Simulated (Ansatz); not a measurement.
The cluster Cd2SF2, relaxed as a singlet with RKS PBE0-D4/def2-SVP in Ansatz, starting from the GFN1-xTB geometry. Force threshold 0.02 eV/Å.

In the def2 sets Cd takes a core potential; there is no spin–orbit coupling. The structure comes from a short search, and lower isomers may exist.

Start:

```csv
atom,x (Å),y (Å),z (Å)
Cd1,0.986,-0.723,0.880
Cd2,-0.805,0.903,-0.974
S3,1.321,1.303,-0.169
F4,0.722,-1.859,2.372
F5,-2.225,0.375,-2.109
```

Task: Estimate the energy that the relaxation releases and the steps that it takes.

Result: 0.39 eV, in 6 steps; 15 s on 4 threads of Arm Neoverse V1 on a shared host. No frequencies were taken in this run, so the end may be a saddle point.

Task: Does the start keep its bonding?

Result: By distances, no bond broke or formed. The bond that changes most is Cd1–F4, from 1.89 to 1.93 Å (atoms count from 1).

Task: Predict the relaxed structure.

Result: 
```xyz
5

Cd    1.053   -0.598    1.260
Cd   -0.782    0.866   -1.302
S     1.225    1.209   -0.187
F     0.948   -2.091    2.481
F    -2.444    0.614   -2.253
```
Bond lengths (bridged metal pairs left out): 2 × Cd–S 2.32 Å; 2 × Cd–F 1.93 Å.
